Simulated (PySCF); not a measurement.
S8, charge +1, doublet, geometry from GFN2-xTB (a state made from the parent by changing its charge; the spin is typed, not shown lowest). Base run: TPSS/STO-3G in PySCF.

Geometry (Å):
```xyz
8

S      1.7606    -1.7412     0.0433
S      1.5407    -0.0626     1.2055
S      1.9160     1.5690     0.0164
S      0.1331     1.9708    -0.9706
S     -1.3502     1.7061     0.4398
S     -2.4434     0.1126    -0.2624
S     -1.5038    -1.5647     0.4664
S     -0.0530    -1.9901    -0.9384
```
Charge +1, spin multiplicity 2.
Orbitals are unrestricted.
All else is at PySCF's defaults.
Base energy -3150.29694 Eh.

Variants of this job, named by their change:

| change | ΔE vs base (mEh) | SCF cycles | <S^2> | outcome |
|---|---|---|---|---|
| base | 0.000 | 12 | 0.752 | converged |
| conv_tol = 1e-12 | 0.000 | 19 | 0.752 | converged |
| init_guess = atom | 0.000 | 12 | 0.752 | converged |
| damp = 0.5; diis_start_cycle = 5 | 0.000 | 15 | 0.752 | converged |
| diis = off (with mf.max_cycle = 100) | - | 100 | - | not converged |
| init_guess = sap | - | 18 | - | not converged |
| diis = off; damp = 0.6 (with mf.diis_start_cycle = 200; with mf.max_cycle = 150) | - | - | - | cut at the time limit |
| DIIS = ADIIS | 0.000 | 25 | 0.752 | converged |
| level_shift = 0.3 (with mf.max_cycle = 100) | 0.000 | 19 | 0.752 | converged |
| DIIS = EDIIS | - | 50 | - | not converged |
| diis_space = 20 | 0.000 | 12 | 0.752 | converged |

Open shells are given as the SCF converged; they aren't shown to be the lowest states, and a large step between rows can be another state.
